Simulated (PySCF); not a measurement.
TaO₂F + H₂O → TaO₂(OH) + HF

Level: PBE0 in the def2-TZVP basis family, computed in PySCF with density fitting; scalar-relativistic core potentials for atoms from Rb on, none lighter, no spin–orbit coupling; open shells unrestricted.

```csv
species,state and structure,E (Eh),ZPE (kJ/mol),H(298 K) − H(0) (kJ/mol),S° (J/(mol K))
TaO₂F,"singlet, Cs, Ta–F 1.891 Å, Ta–O 1.728 Å (×2); F–Ta–O 109.8° (×2), O–Ta–O 106.7°",-307.28867,20.2,14.3,307.7
H₂O,"singlet, C2v, O–H 0.960 Å (×2); H–O–H 105.1°",-76.37736,56.5,9.9,188.7
TaO₂(OH),"singlet, C1, O–H 0.958 Å, Ta–O 1.735 Å (×2), Ta–O 1.916 Å; H–O–Ta 129.3°, O–Ta–O 107.4°, O–Ta–O 109.2°, O–Ta–O 109.6°",-283.26231,49.0,15.9,315.9
HF,"singlet, C∞v, H–F 0.920 Å",-100.39188,24.9,8.7,173.6
```

**Question.** What is the electronic reaction energy?

**Answer.** At PBE0/def2-TZVP, ΔE = 31.1 kJ/mol from the differences of the total energies times 2625.5, uphill. 

**Question.** Add zero-point, thermal and entropy terms for 298.15 K and 1 bar.

**Answer.** ΔZPE = -2.8 and Δ[H(298) − H(0)] = 0.4 kJ/mol give ΔH° = 28.7 kJ/mol. ΔS° = -6.9 J/(mol K), so ΔG° = 28.7 − 298.15 × (-0.0069) = 31 kJ/mol and log₁₀K = -5.4.

Spin–orbit coupling can matter for TaO₂F, TaO₂(OH) and is left out. Only the bonding shown was studied: isomers, or loss of a ligand pair, can lie lower.
